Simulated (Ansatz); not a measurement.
**Ligand exchange: InH(SH)2 + SnH2(SH)2 → In(SH)3 + SnH3(SH)**

Species: InH(SH)2, singlet; SnH2(SH)2, singlet; In(SH)3, singlet; SnH3(SH), singlet. The partners trade H for SH: In–H and Sn–SH bonds give way to In–SH and Sn–H.

Shapes, held fixed at every level: PBE0-D4/def2-TZVP. Flexible molecules stand in one conformer, not always the lowest. Programs: Ansatz 0.2.0. Electronic energies: no zero-point or thermal term.

```csv
level,kind,ΔE (kJ/mol),less CCSD(T)/def2-TZVPP
HF/def2-TZVPP,Hartree–Fock,-26.5,-0.1
SPW92/def2-TZVPP,LDA,-19.1,+7.3
r2SCAN-D4/def2-TZVPP,meta-GGA,-21.4,+5.0
wB97M-V/def2-TZVPP,range-separated hybrid,-21.9,+4.5
B2PLYP/def2-TZVPP,double hybrid,-24.2,+2.2
MP2/def2-SVP,perturbation theory,-30.6,-4.2
CCSD/def2-TZVPP,coupled cluster or CI,-26.5,-0.1
CCSD(T)/def2-TZVPP,coupled cluster or CI,-26.4,0.0
```

The highest level, CCSD(T)/def2-TZVPP, gives ΔE = -26.4 kJ/mol; the levels span -30.6 to -19.1. The column of differences is taken from that level and isn't an error. No measured value is set beside it here. For atoms past krypton def2 sets carry core potentials with scalar relativity. Correlated rows may include outer-core shells of In, Sn, which these sets cover unevenly.
